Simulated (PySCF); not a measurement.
# Frontier orbitals and the lowest excitations

Compound: p-tolualdehyde, C₈H₈O.
Structure used (GFN2-xTB), in Å, numbered top down from 1:
```
atom  x, y, z in Å
C1    -2.7118    0.1974    0.0208
C2    -1.2198    0.0936   -0.0016
C3    -0.5979   -1.0666   -0.4556
C4     0.7765   -1.1726   -0.4619
C5     1.5670   -0.1134   -0.0117
C6     3.0263   -0.2302   -0.0271
O7     3.6474   -1.1917   -0.4056
C8     0.9475    1.0491    0.4466
C9    -0.4288    1.1474    0.4489
H10   -3.1549   -0.4079   -0.7665
H11   -3.0319    1.2297   -0.0987
H12   -3.0913   -0.1645    0.9771
H13   -1.2031   -1.8894   -0.8079
H14    1.2671   -2.0672   -0.8157
H15    3.5498    0.6724    0.3510
H16    1.5528    1.8738    0.7957
H17   -0.9020    2.0523    0.8024
```

Method: TDDFT CAM-B3LYP/def2-SVPD, vertical, gas phase, core orbitals frozen in the response (PySCF).

Kohn–Sham orbitals with the atoms that hold most of them (Löwdin shares over 4%, at most four atoms; ? is withheld):

```
orbital  ε (eV)                           atoms
 HOMO-3  -11.42  C3 13%, C4 13%, C2 13%, C9 11%
 HOMO-2   -9.01  C3 23%, C8 21%, C4 19%, C9 17%
 HOMO-1   -8.97                               ?
   HOMO       ?   C5 21%, C2 20%, C9 12%, C4 9%
   LUMO   -0.75                               ?
 LUMO+1    0.46  C8 19%, C3 19%, C9 16%, C4 16%
 LUMO+2    1.23  C1 23%, C9 11%, H17 9%, H11 8%
```

Give the leading atoms of the LUMO.

C6 (bonded to C, O and H) 20%; O7 (bonded to C) 19%; C2 (bonded to 3 C) 13%; C5 (bonded to 3 C) 12%. By element: carbon 45% or more, oxygen 19%.

Which atoms hold the HOMO-1, and with what shares?

O7 (bonded to C) 62%; C6 (bonded to C, O and H) 16%; H15 (bonded to C) 9%; C5 (bonded to 3 C) 8%. By element: oxygen 62%, carbon 25% or more, hydrogen 9% or more.

What is the HOMO energy, and the HOMO–LUMO gap?

ε(HOMO) = -8.63 eV; the gap is 7.88 eV (0.2898 hartree).

The HOMO–LUMO gap is 7.88 eV. Where does the response calculation put the lowest singlet, and from which orbitals?

S1 is at 3.91 eV (f = 0.0002), 3.97 eV below the gap, made of HOMO-1→LUMO (89%), HOMO-1→LUMO+5 (8%). Its leading pair isn't HOMO and LUMO; the energies of that pair differ by 8.22 eV. 

Give energy, strength and leading configuration of S1, S2, S3, S5 and S6, and follow the Löwdin shares of the leading atoms from the occupied to the empty orbital.

- S1 (3.91 eV, f 0.0002), HOMO-1→LUMO (89%): O7 62% → 19%, C6 16% → 20%
- S2 (5.04 eV, f 0.011), HOMO-2→LUMO (71%): C3 23% → at most 12%, C8 21% → at most 12%, C6 at most 18% → 20%, O7 at most 18% → 19%
- S3 (5.25 eV, f 0.346), HOMO→LUMO (92%): C5 21% → 12%, C2 20% → 13%, C6 at most 9% → 20%, O7 at most 9% → 19%
- S5 (6.65 eV, f 0.0001), HOMO-1→LUMO+1 (97%): O7 62% → at most 16%, C6 16% → at most 16%, C8 at most 5% → 19%, C3 at most 5% → 19%
- S6 (6.79 eV, f 0.504), HOMO-2→LUMO+1 (85%): C3 23% → 19%, C8 21% → 19%

Löwdin shares depend on the basis, the more so with diffuse functions.

One conformer stands for the species.
